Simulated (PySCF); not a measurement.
C5H5FO, SMILES O=C[C@]1(F)C=CC1.

Geometry: r2SCAN-D4/def2-SVP. The structure was generated by enumeration; whether it is a known compound was not checked. One conformer was computed; it need not be the lowest.

Level of theory: PySCF with SMD-ωB97X/6-31G*.

Solvation free energies are E(SMD) − E(gas) at the gas-phase geometry, for 1 M in both phases. In vacuum the dipole moment is 1.57 D.

Computed solvation free energies in water, N,N-dimethylformamide, chloroform:
```
solvent                ΔG(solv) (kcal/mol)  its non-electrostatic (CDS) part  dipole (D)
---------------------  -------------------  --------------------------------  ----------
water                                 -2.5                               4.5        2.01
N,N-dimethylformamide                 -5.9                              -0.9        1.79
chloroform                            -5.3                              -1.2        1.78
```
